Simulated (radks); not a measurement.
Question: V, configuration [Ar] 3d3 4s2 (the NIST ground configuration). Calculated with a radial shooting solver on a logarithmic mesh with Libxc functionals: scalar-relativistic Kohn-Sham, PBEsol, spin-polarised, spherical densities, point nucleus; open shells are filled with parallel spins first; hard spherical wall at 5 bohr. Some entries of the table are withheld. Estimate them.

| orbital | occ. | eigenvalue (hartree) | <r^2> (bohr^2) | <1/r> (bohr^-1) |
|---|---|---|---|---|
| 1s down | 1 | -196.7728 | 0.005945 | 22.82 |
| 1s up | 1 | -196.7724 | 0.005946 | 22.82 |
| 2s up | 1 | -21.99528 | 0.1127 | 4.791 |
| 2s down | 1 | -21.95936 | 0.1124 | 4.797 |
| 2p up | 3 | -18.34909 | 0.09287 | 4.695 |
| 2p down | 3 | -18.32147 | 0.09255 | 4.701 |
| 3s up | 1 | -2.48997 | 1.043 | 1.484 |
| 3s down | 1 | -2.38971 | 1.047 | 1.482 |
| 3p up | 3 | -1.53255 | 1.229 | 1.349 |
| 3p down | 3 | -1.43352 | 1.239 | 1.344 |
| 3d up | 3 | -0.11239 | 2.522 | 0.9660 |
| 4s up | 1 | (1) | 7.812 | 0.4754 |
| 3d down | 0 | -0.02520 | 2.811 | 0.9326 |
| 4s down | 1 | (2) | 8.064 | 0.4623 |
| 4p up | 0 | (3) | 8.854 | 0.4445 |
| 4p down | 0 | (4) | 9.070 | 0.4351 |
| 4d up | 0 | 0.49042 | 9.633 | 0.5074 |
| 4d down | 0 | 0.52080 | 9.547 | 0.5276 |
| 5s up | 0 | 0.83934 | (5) | 0.5088 |
| 5s down | 0 | 0.87862 | (6) | 0.5108 |

Answer: 
(1) 4s up eigenvalue (hartree): -0.05756
(2) 4s down eigenvalue (hartree): -0.02204
(3) 4p up eigenvalue (hartree): 0.13677
(4) 4p down eigenvalue (hartree): 0.16534
(5) 5s up <r^2> (bohr^2): 10.12
(6) 5s down <r^2> (bohr^2): 10.04
